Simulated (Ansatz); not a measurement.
`C=[C]([SiH3])[InH2]` and `C=[C]([SiH3])[GeH3]` differ in one atom or group.

Ansatz, PBE0-D4/def2-TZVP geometries, multiplicity 1. 

Elements past krypton have def2 core potentials. Scalar relativity is left out up to krypton.

```json
{"property": "size of the dipole moment (ωB97M-V/def2-TZVPP) / D", "`C=[C]([SiH3])[InH2]`": "0.75"}
{"property": "HOMO energy (PBE/def2-TZVPP) / eV", "`C=[C]([SiH3])[InH2]`": "-6.19"}
{"property": "size of the dipole moment (B3LYP/def2-TZVPP) / D", "`C=[C]([SiH3])[InH2]`": "0.72"}
{"property": "HOMO–LUMO gap (B3LYP/def2-TZVPP) / eV", "`C=[C]([SiH3])[InH2]`": "4.94"}
{"property": "size of the dipole moment (PBE/def2-TZVPP) / D", "`C=[C]([SiH3])[InH2]`": "0.72"}
{"property": "HOMO energy (ωB97M-V/def2-TZVPP) / eV", "`C=[C]([SiH3])[InH2]`": "-9.40"}
```

Task: Give the same properties after the change, and the shifts. (Best estimate.)

Result: Computed: 
```
                                          property  `C=[C]([SiH3])[GeH3]`  shift
size of the dipole moment (ωB97M-V/def2-TZVPP) / D                   0.78   0.03
                 HOMO energy (PBE/def2-TZVPP) / eV                  -6.96  -0.77
  size of the dipole moment (B3LYP/def2-TZVPP) / D                   0.75   0.03
             HOMO–LUMO gap (B3LYP/def2-TZVPP) / eV                   6.86   1.92
    size of the dipole moment (PBE/def2-TZVPP) / D                   0.72   0.00
             HOMO energy (ωB97M-V/def2-TZVPP) / eV                 -10.26  -0.86
```

With PBE0 the HOMO falls by 0.78 eV and the LUMO rises by 1.12 eV, so the gap widens by about 1.90 eV. PBE moves the HOMO by -0.77 eV and ωB97M-V by -0.86 eV. Dipoles are sizes alone; their direction can turn.

B3LYP here is the variant with VWN-RPA as its local correlation; programs differ in this.
